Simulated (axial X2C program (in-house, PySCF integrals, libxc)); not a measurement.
**Spin–orbit effects along a row: molecules with Cr, PBE0**

All values come from calculations with an in-house relativistic program for diatomic molecules, spin-free (one-electron X2C) or two-component (2c: spin–orbit coupling with atomic mean-field Coulomb and Gaunt terms, which also bring small scalar terms), in Dyall basis sets with cores contracted in-house; open shells are unrestricted.

Basis sets: B dyall-v3z, Cr dyall-cv3z, F dyall-av3z, Li dyall-cv3z, N dyall-av3z, O dyall-av3z.

```csv
molecule,spin-free state,Re (Å),ωe (cm⁻¹),De (eV),2c state,Re 2c (Å),ωe 2c (cm⁻¹),De 2c (eV)
LiCr,"M_S = 5/2, Λ = 0",2.684,278.7,0.75,Ω = 5/2,2.685,278.5,0.75
CrB,"M_S = 5/2, Λ = 0",2.165,423.3,1.38,Ω = 5/2,2.166,422.8,1.38
CrN,"M_S = 3/2, Λ = 0",1.552,779.2,3.18,Ω = 3/2,1.552,778.6,3.17
CrO,"M_S = 2, Λ = 1",1.601,893.9,4.12,Ω = 1,1.601,894.2,4.13
CrF,"M_S = 5/2, Λ = 0",1.779,662.4,4.80,Ω = 5/2,1.780,661.7,4.80
```

Each entry is the lowest single determinant of a limited PBE0 search at one distance. De goes to single-determinant-based atoms at the same level (for ions the charge split of lowest energy) and is withheld (n/a) where an atom does not fit its ground term or J level. Main or longest-lived isotopes. One determinant is a doubtful description, or other states lie close, for LiCr, CrB, CrN, CrO, CrF; these need not be ground states, and all values refer to the states named. Some open-shell Ω = 0 determinants are out of reach, so the Ω given for CrO need not be the lowest component. With several unpaired electrons the Ω given is that of one determinant, not necessarily of the lowest component. Some light 2c atoms are not at their ground J level, so De misses part of their lowering (0.04 eV or less). The functionals have no current term, which raises determinants with orbital currents.
